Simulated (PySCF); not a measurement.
Job file and geometry (Å, from PBE0-D3(BJ)/def2-SVP) of an NMR shielding run on cyclo-(Cl2SiS)2, GIAO B3LYP/pcSseg-1 NMR shielding, non-relativistic, gas phase (PySCF); density fitting, a coarse starting grid and PySCF grid level 2 are the driver's defaults:

```
$ OMP_NUM_THREADS=1 python probes_run.py task.json out

{"job": {"kind": "nmr", "xc": "B3LYP", "basis": "pcSseg-1", "pop": false}, "charge": 0, "multiplicity": 1}
Si     0.025444    -0.703844    -1.195830
Cl     0.334715     0.083796    -3.055391
Cl    -0.269745    -2.712226    -1.417436
S     -1.590552     0.242637    -0.171358
Si     0.009161     0.682293     1.175204
Cl    -0.300672    -0.101452     3.036285
Cl     0.305407     2.691117     1.391971
S      1.624472    -0.267982     0.152844
```

Question: What does the program print?

Answer: 
```
coarse grid: 12992 points
cycle   1  E = -3216.3583692085  dE =  1.269e+00  |g| = 6.173e-01  |ddm| = 3.310e+00
cycle   2  E = -3216.2124109296  dE =  1.460e-01  |g| = 9.927e-01  |ddm| = 1.949e+00
cycle   3  E = -3216.4654734349  dE = -2.531e-01  |g| = 6.610e-02  |ddm| = 1.228e+00
cycle   4  E = -3216.4664725204  dE = -9.991e-04  |g| = 2.607e-02  |ddm| = 1.083e-01
cycle   5  E = -3216.4666449677  dE = -1.724e-04  |g| = 4.579e-03  |ddm| = 3.564e-02
cycle   6  E = -3216.4666488384  dE = -3.871e-06  |g| = 2.044e-03  |ddm| = 8.375e-03
final grid: 94328 points
cycle   7  E = -3216.4909452433  dE = -6.389e-06  |g| = 4.757e-03  |ddm| = 1.498e-02
cycle   8  E = -3216.4909418772  dE =  3.366e-06  |g| = 6.051e-03  |ddm| = 1.382e-02
cycle   9  E = -3216.4909508736  dE = -8.996e-06  |g| = 5.184e-04  |ddm| = 7.965e-03
cycle  10  E = -3216.4909509389  dE = -6.529e-08  |g| = 1.931e-04  |ddm| = 7.964e-04
cycle  11  E = -3216.4909509488  dE = -9.911e-09  |g| = 4.447e-05  |ddm| = 2.647e-04
cycle  12  E = -3216.4909509493  dE = -4.457e-10  |g| = 3.515e-06  |ddm| = 5.943e-05
converged SCF energy = -3216.4909509493

GIAO shielding tensors (ppm)
atom      isotropic    diamagn.    paramagn.     s11        s22        s33       span
  0 Si     315.003     875.348    -560.345    270.444    273.229    401.336    130.892
  1 Cl     725.094    1146.999    -421.904    567.687    679.685    927.911    360.224
  2 Cl     724.375    1147.007    -422.632    567.044    679.401    926.680    359.637
  3 S      425.517    1058.669    -633.153    308.379    468.633    499.538    191.159
  4 Si     315.004     875.379    -560.376    270.402    273.257    401.352    130.951
  5 Cl     725.176    1147.026    -421.850    567.737    679.809    927.982    360.245
  6 Cl     724.289    1147.044    -422.755    566.993    679.232    926.642    359.649
  7 S      425.451    1058.618    -633.167    308.297    468.565    499.492    191.195
```

Question: Turn these shieldings into chemical shifts. Scale: TMS for ²⁹Si (337.86 ppm); HCl for ³⁵Cl (930.46 ppm); CS2 for ³³S (485.41 ppm) (reference shieldings calculated alike).

Answer: Averaging equivalent atoms: Si 0/4: 22.9; Cl 1/2/5/6: 206; S 3/7: 60 ppm. 

Size and cost of the density-fitted run: 192 basis functions, 33 s wall time on 1 thread of an Arm Neoverse V1, shared host; peak memory 1.2 GiB.
